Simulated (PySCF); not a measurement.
sulfuric acid cation (H2O4S), SMILES O=S(=O)(O)O (connectivity only; charge and spin as stated), charge +1, multiplicity 2. Atoms are numbered in the order given.

```xyz
7

O      0.0000    -1.1486    -0.9673
S      0.0000     0.0000     0.0533
O      1.1438     0.0000     0.9854
O     -1.1438     0.0000     0.9854
O      0.0000     1.1486    -0.9673
H      0.0000    -2.0492    -0.5708
H      0.0000     2.0492    -0.5708
```
Charge +1, spin multiplicity 2.

Geometry optimised at ωB97X-D3(BJ)/def2-SVP. The multiplicity is an assumed one; other spin states were not compared. One conformer was computed; it need not be the lowest.

Two levels are set side by side: PBE/pcH-1 (PySCF) and B3LYP/pcH-1 (PySCF). Contact hyperfine couplings, same geometry. Differences are taken from unrounded values.

```json
[
 {"quantity": "A(iso) of 17O, atom O1 (MHz)", "B3LYP": "2.8"},
 {"quantity": "A(iso) of 33S, atom S2 (MHz)", "B3LYP": "-26.2"},
 {"quantity": "A(iso) of 17O, atom O3 (MHz)", "B3LYP": "-19.0"},
 {"quantity": "A(iso) of 17O, atom O4 (MHz)", "B3LYP": "-19.0"},
 {"quantity": "A(iso) of 17O, atom O5 (MHz)", "B3LYP": "2.8"},
 {"quantity": "A(iso) of 1H, atom H6 (MHz)", "B3LYP": "-2.3"},
 {"quantity": "A(iso) of 1H, atom H7 (MHz)", "B3LYP": "-2.3"}
]
```

What does PBE give, and how far is it from B3LYP? (An estimate is asked for; the answer gives what the named calculation found.)


| quantity | PBE | PBE minus B3LYP |
|---|---|---|
| A(iso) of 17O, atom O1 (MHz) | 1.8 | -1.0 |
| A(iso) of 33S, atom S2 (MHz) | -21.8 | 4.4 |
| A(iso) of 17O, atom O3 (MHz) | -9.9 | 9.2 |
| A(iso) of 17O, atom O4 (MHz) | -9.9 | 9.2 |
| A(iso) of 17O, atom O5 (MHz) | 1.8 | -1.0 |
| A(iso) of 1H, atom H6 (MHz) | -2.6 | -0.3 |
| A(iso) of 1H, atom H7 (MHz) | -2.6 | -0.3 |

Rough cost on one machine, each run with all the roots and properties that it gave: B3LYP against PBE about 1/2.
